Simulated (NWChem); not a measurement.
CH₄CdOS; SMILES C[S][Cd][OH]

```xyz
8

Cd    -0.5901     0.4416    -0.1952
O     -0.4155     2.3495    -0.6552
H      0.0682     2.8353     0.0225
S     -0.8922    -1.8232     0.2743
C      0.5984    -2.5941    -0.4512
H      0.6595    -2.4467    -1.5383
H      0.5080    -3.6724    -0.2577
H      1.5247    -2.2395     0.0215
```
Atoms are numbered in this order, from 1.

Level: PBE0/def2-SVP with def2 effective core potentials on Cd (NWChem), optimised geometry, unscaled harmonic frequencies. def2 effective core potentials on Cd; no spin-orbit coupling.

Question: List the harmonic frequencies with IR intensities, and the thermochemistry.

Answer: 
```tsv
frequency (cm⁻¹)	IR intensity (km/mol)
90	9.1
105	6.4
133	10.7
157	84.8
182	3.1
353	7.7
610	83.5
724	3.3
772	59.7
957	6.5
970	9.6
1336	16.1
1453	7.6
1456	9.1
3067	24.6
3177	1.7
3179	3.5
3889	51.5
```

```yaml
zero_point_energy: 32.3 kcal/mol
thermal correction to the enthalpy at 298.15 K (with zero-point energy): 37.3 kcal/mol
heat capacity Cv: 20.7 cal/(mol K)
entropy at 298.15 K and 1 atm (symmetry number 1): 85.4 cal/(mol K)
```

Rigid rotor and harmonic oscillator; modes under 100 cm⁻¹ make the entropy uncertain.
